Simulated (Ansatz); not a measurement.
Cartesian coordinates in Å:
```
O -1.095 -0.244 2.109
Si -1.098 0.636 0.727
S -1.008 -0.569 -1.036
Si 1.109 -0.471 -1.307
H -0.389 -0.880 2.237
H 0.060 1.569 0.679
H -2.385 1.361 0.722
H 1.814 -0.774 -0.033
H 1.537 0.869 -1.779
H 1.456 -1.498 -2.319
```

The species carries charge 0 and has multiplicity 1.

List the PBE0/def2-TZVPP orbital energies in eV (Ansatz). (An estimate is asked.)

Computed: Occupied: -2422.25, -1803.67, -1803.30, -523.01, -217.64, -161.43, -161.39, -161.31, -145.86, -145.58, -100.56, -100.52, -100.49, -100.27, -100.22, -100.21, -28.47, -20.47, -16.11, -15.01, -13.28, -11.30, -11.09, -10.51, -10.32, -9.69, -9.26, -8.69, -7.68. Lowest empty: -0.19, 0.14, 0.60, 0.77, 1.04, 1.66, 1.90, 2.41.
